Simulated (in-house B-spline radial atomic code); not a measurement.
Results of a calculation; reference values are marked as such.
**Two electrons in Si: a spherical dot of radius 90.7 nm with hard walls**

For Si the NSM archive of the Ioffe Institute lists m_l = 0.98 m0, m_t = 0.19 m0 and ε = 11.7; the model takes one isotropic valley with the conductivity mass 3/(1/m_l + 2/m_t) = 0.26 m0, and so misses anisotropy and the other valleys. All triplets below are those of one valley; with several valleys two electrons can form a triplet in the 1s orbital itself, at an energy set by the valley splitting.

Effective-mass model with parabolic bands, a uniform dielectric constant, no image charges, no central-cell or spin-orbit terms. Two-electron levels come from full CI in B-splines with partial waves to l = 5 (up to 0.001 effective hartree above the limit).

**Question.** What are the effective units, and what is the potential in them?

**Answer.** Ha* = 27211.386 meV × 0.26/11.7² = 51.68 meV and a* = 0.0529177 nm × 11.7/0.26 = 2.381 nm. The radius is R = 38.1 a*. The one-electron levels are π²/2R² = 0.0034 and 4.4934²/2R² = 0.0070 Ha*.

In these units the lowest s and p orbitals lie at 0.003400 and 0.006955, and their Coulomb and exchange integrals are J_ss = 0.046879, J_sp = 0.042511 and K_sp = 0.00944. (For an empty sphere J_ss = 1.786/R.) Full CI gives 0.035679 for the ground singlet, 0.036807 for the sp triplet, 0.041445 for the sp singlet and 0.048354 for the lowest triplet of two s orbitals.

**Question.** What does it cost to add the second electron, to first order and exactly?

**Answer.** To first order E = 2ε_s + J_ss = 0.053678, so the charging energy E(2) − 2E(1) is J_ss = 2.423 meV. CI gives 0.035679 − 2 × (0.003400) = 0.028880, or 1.493 meV: relaxation and correlation lower it by 0.9302 meV, 38.4 % of J_ss. The s² configuration of one-electron orbitals holds 42.0 % of the state, and the mean radius is 57.8 nm.

**Question.** How far above the singlet do the triplets lie?

**Answer.** To first order the sp triplet lies at ε_s + ε_p + J_sp − K_sp = 0.043426, which is 0.5299 meV below 2ε_s + J_ss, so first order fails: the exact ground state of two electrons is a singlet. CI gives 0.036807 − (0.035679) = 0.001128, or 0.0583 meV, 32 % of the orbital spacing of 0.1837 meV. The ss triplet lies 0.6551 meV up, so the lower of the two is the sp one, and its gap equals k_BT at 0.677 K. The sp singlet-triplet splitting is 0.2397 meV, against 2K_sp = 0.9758 meV. With the repulsion this large beside the spacing the electrons keep apart, as in a Wigner molecule, and the splitting shrinks.
